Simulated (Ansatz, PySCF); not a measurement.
System: 1,1-bis(methylselanyl)ethane, C4H10Se2, net charge 0, singlet state. SMILES: C[Se]C(C)[Se]C
Geometry: optimised at B3LYP-D3(BJ)/def2-TZVP (Ansatz, a program for electronic structure).

Property: atomisation energy, in kcal/mol. Set-up: frozen cores in correlated levels (noble-gas shells and the d and f shells of earlier blocks); UHF or UKS for open shells; LANL2DZ with its own core potentials from Na on; non-relativistic; atomisation electronic, to ground-state atoms; spin-orbit terms left out; 6-31G* and kin with 6d, 5d where marked; dispersion terms only where a functional's name holds one. First-principles rows: single points at B3LYP-D3(BJ) geometries (Ansatz).

```json
[
 {"level": "HF/STO-3G", "program": "Ansatz", "atomisation energy (kcal/mol)": "1292.0"},
 {"level": "HF/6-31G*", "program": "Ansatz", "atomisation energy (kcal/mol)": "1002.9"},
 {"level": "PBE/STO-3G", "program": "Ansatz", "atomisation energy (kcal/mol)": "1720.4"},
 {"level": "BLYP/6-31G*", "program": "Ansatz", "atomisation energy (kcal/mol)": "1356.8"},
 {"level": "B3LYP/3-21G", "program": "Ansatz", "atomisation energy (kcal/mol)": "1369.3"},
 {"level": "B3LYP/6-31G*", "program": "Ansatz", "atomisation energy (kcal/mol)": "1365.0"},
 {"level": "B3LYP/6-31G* with LANL2DZ past Ar", "program": "Ansatz", "atomisation energy (kcal/mol)": "1346.1"},
 {"level": "PBE0/6-31G*", "program": "Ansatz", "atomisation energy (kcal/mol)": "1381.6"},
 {"level": "M06-2X/6-31G* with LANL2DZ past Ar (5d)", "program": "PySCF", "atomisation energy (kcal/mol)": "1364.6"},
 {"level": "MP2/STO-3G", "program": "Ansatz", "atomisation energy (kcal/mol)": "1430.6"},
 {"level": "MP2/3-21G", "program": "Ansatz", "atomisation energy (kcal/mol)": "1194.2"},
 {"level": "wB97M-V/def2-TZVPD", "program": "Ansatz", "atomisation energy (kcal/mol)": "1377.8"}
]
```

No value to compare with is used here. The 11 habitual levels span 1002.9 (HF/6-31G*) to 1720.4 kcal/mol (PBE/STO-3G); wB97M-V/def2-TZVPD gives 1377.8.

The levels are drawn from those run, B3LYP/6-31G* more often than the rest, none by its result; left out are runs that failed, that the program found above a lower state of the same kind, or whose <S^2> lies over 0.5 above the pure value.
